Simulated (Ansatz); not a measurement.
# A barrier at the coupled-cluster level

Start structure (BH$_{3}$SO$_{2}$F$_{2}$, closed shell), relaxed at PBE0-D4/def2-TZVP:

```tsv
atom	x (Å)	y (Å)	z (Å)
B1	-0.4355	-0.8286	-0.0316
S2	0.9965	-1.7845	0.6820
F3	-0.7880	-1.1114	-1.2901
F4	-1.3989	-0.4162	0.8001
H5	1.0031	0.9948	0.4108
O6	0.4801	0.7601	-0.3709
O7	-0.3170	1.9199	-0.6033
H8	0.6427	-1.5642	1.9577
H9	-0.1829	2.0302	-1.5546
```

The step: BHSF₂ ([F][B]([F])[SH]) + H₂O₂ ([OH][OH]) → BHO₂F₂ ([OH][O][B]([F])[F]) + H₂S; bonds formed: B1–O6, S2–H5; bonds broken: B1–S2, H5–O6. Program: Ansatz 0.2.0. Basis: def2-TZVPP and def2-QZVPP. Cores are frozen in the correlated methods. Extrapolation: Hartree–Fock as exp(−7.88 √X), correlation as X^−2.97. Energies below are by CCSD(T) at an estimated basis limit (MP2 extrapolated from triple and quadruple zeta, plus CCSD(T) − MP2 in triple zeta).

Problem. What are the electronic barrier and the energy of the step, from the start structure to the end structure? (An estimate is asked for; the value comes from the calculation.)

Solution. The calculation gives: Barrier 70.9 kJ/mol; step energy -53.5 kJ/mol (downhill); reverse barrier, their difference, 124.4 kJ/mol. Barrier and step energy count from the start structure, the reverse barrier from the end structure.

The saddle point: One imaginary mode of 1081i cm⁻¹.
```tsv
pair	start (Å)	saddle (Å)	end (Å)
B1–O6	1.86	1.54	1.37
S2–H5	2.79	1.62	1.34
B1–S2	1.86	2.07	3.06
H5–O6	0.97	1.24	2.94
```

Zero-point energy (harmonic, PBE0-D4): ZPE is 126.6 kJ/mol at the start and 114.4 kJ/mol at the saddle, so the barrier goes from 70.9 to 58.7 kJ/mol.

T1 diagnostic: at most 0.014.

Labels in which every atom is bracketed show which atoms are joined, not bond orders.

For scale, one of the runs: CCSD(T)/def2-TZVPP, 239 basis functions, launched by `ansatz run in.yaml --threads 8 --pin off --events-out ev --progress --plain --max-ram 19148MiB`. The run took 55 s on 8 CPU threads of an Intel Xeon Platinum 8488C (shared host), with 5.1 GiB of host memory at its peak.
